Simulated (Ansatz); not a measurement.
Cartesian coordinates in Å:
```
C -0.3449 1.7254 0.5643
Se 0.9002 0.8523 -0.6563
B 0.2992 -0.9965 -0.4138
O -0.7242 -1.2542 0.4410
O 0.8848 -2.0323 -1.0823
H -0.2013 1.3414 1.5707
H -1.3654 1.5485 0.2354
H -0.1193 2.7895 0.5324
H -0.9292 -2.1939 0.4773
H 1.6002 -1.7802 -1.6686
```

Total charge 0; spin multiplicity 1.

Q: List the r2SCAN/def2-TZVPP orbital energies in eV (Ansatz 0.2.0). (Best estimate.)

A: The calculation gave: Occupied: -12333.69, -1574.34, -1411.59, -1411.55, -1411.52, -516.33, -516.20, -273.64, -210.47, -181.95, -153.94, -153.80, -153.67, -54.29, -54.27, -54.16, -54.06, -54.05, -27.59, -26.74, -19.52, -16.37, -14.65, -14.00, -11.10, -10.69, -10.48, -9.95, -9.46, -8.61, -8.20, -7.48, -5.69. Lowest empty: -0.34, 0.58, 0.62, 1.80, 2.20, 2.67, 2.92, 3.32.
